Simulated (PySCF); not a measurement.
Compound: C2H6B2F3N.
SMILES with atom numbers: `[BH2:1][N:2]([BH2:3])[CH2:4][C:5]([F:6])([F:7])[F:8]` (hydrogens: H9, H10 on B1; H11, H12 on B3; H13, H14 on C4)

Structure used (PBE0-D3(BJ)/def2-SVP), in Å, numbered top down from 1:
```
atom  x, y, z in Å
B1    -1.2636    1.3081    0.3412
N2    -0.7347    0.0265   -0.0003
B3    -1.3210   -0.7680   -1.0323
C4     0.4310   -0.4729    0.7048
C5     1.7175   -0.0745    0.0113
F6     1.7634   -0.5323   -1.2415
F7     1.8560    1.2521   -0.0464
F8     2.7662   -0.5697    0.6691
H9    -0.7911    1.9077    1.2769
H10   -2.1873    1.7444   -0.2951
H11   -2.2412   -0.3163   -1.6630
H12   -0.8978   -1.8821   -1.2264
H13    0.4765   -0.0718    1.7268
H14    0.4210   -1.5704    0.7600
```

All values: wB97X-D/def2-SVPD (PySCF, non-relativistic), on one gas-phase PBE0-D3(BJ)/def2-SVP geometry that isn't relaxed in the solvent. The solvent is an IEF-PCM continuum (van der Waals radii × 1.2), and excitations are vertical TDDFT with non-equilibrium linear response and a frozen core. Only the electrostatic response of the medium enters.

Gas-phase singlets (H = HOMO, L = LUMO):

```csv
state,E (eV),λ (nm),f,leading configurations
S1,6.292,197,0.001,H→L 92%
S2,6.728,184,0.008,"H-2→L 71%, H→L+1 17%"
S3,7.018,177,0.174,H-1→L 88%
S4,7.921,157,0.036,H-3→L 90%
S5,8.186,151,0.001,"H→L+1 65%, H-2→L 18%"
```

Task: What are the lowest 5 singlets in acetone (ε = 20.49)?

Result: 
| state | E (eV) | λ (nm) | f | leading configurations | change by rank (eV) |
| --- | --- | --- | --- | --- | --- |
| S1 | 6.302 | 197 | 0.001 | H-1→L 91% | +0.010 |
| S2 | 6.723 | 184 | 0.032 | H-2→L 62%, H→L 19% | -0.005 |
| S3 | 6.906 | 180 | 0.192 | H→L 76%, H-2→L 15% | -0.112 |
| S4 | 7.865 | 158 | 0.040 | H-3→L 89% | -0.056 |
| S5 | 8.205 | 151 | 0.001 | H-1→L+1 65%, H-2→L 18% | +0.019 |

Task: The ground-state energy changes by -0.107 eV from gas to acetone. By how much does the total energy of gas-phase S4 change?

Result: E(S4) = E(S0) + excitation energy, so it changes by -0.107 − 0.056 = -0.163 eV: it is lowered more than the ground state, which is what a red shift means. This is the vertical state, with the slow part of the continuum still set for S0.

Task: How do the frontier levels move from gas to acetone?

Result: 
| orbital | gas (eV) | solvent (eV) | change (eV) |
| --- | --- | --- | --- |
| LUMO+2 | 2.09 | 2.19 | +0.10 |
| LUMO+1 | 1.56 | 1.78 | +0.22 |
| LUMO | 0.36 | 0.54 | +0.18 |
| HOMO | -11.24 | -11.04 | +0.20 |
| HOMO-1 | -11.30 | -11.08 | +0.22 |
| HOMO-2 | -11.85 | -11.68 | +0.17 |
| HOMO-3 | -12.79 | -12.52 | +0.27 |

The HOMO–LUMO gap goes from 11.60 to 11.59 eV. Rows go by rank; for HOMO-1 and HOMO the atom shares or the degeneracy differ between the runs, so the row needn't follow one orbital.

Hardware: one thread, Arm Neoverse N1 (aarch64), on a shared host. Cost: 67 s wall, 1.1 GiB resident at most. This is the whole response run at wB97X-D/def2-SVPD in acetone, SCF included.

Note: wB97X-D ran without an empirical dispersion term, which enters the total energy and its gradient alone.
